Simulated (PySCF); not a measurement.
A structure optimised at PBE-D3(BJ)/def2-SVP, used in a PySCF frequency run:

```xyz
16

C     -2.0371     1.4535    -0.0835
N     -1.1540     0.3014    -0.0757
C     -1.8363    -0.8974     0.3737
C      0.0855     0.5491     0.6498
Si     1.5221    -0.5839     0.1713
F      2.0188    -0.2156    -1.3510
H     -2.4019     1.7412     0.9406
H     -1.5169     2.3315    -0.5173
H     -2.9278     1.2430    -0.7103
H     -2.7171    -1.0983    -0.2692
H     -2.1975    -0.8266     1.4370
H     -1.1640    -1.7757     0.3075
H     -0.0423     0.5521     1.7716
H      0.4510     1.5701     0.3991
H      2.6694    -0.3195     1.1069
H      1.1740    -2.0443     0.1843
```
Charge 0, spin multiplicity 1.

Task: Write its SMILES and formula.

Result: CN(C)C[SiH2]F, C3H10FNSi

Task: What are its rotational constants (standard atomic weights)?

Result: 5.0684, 1.4458, 1.3415 GHz
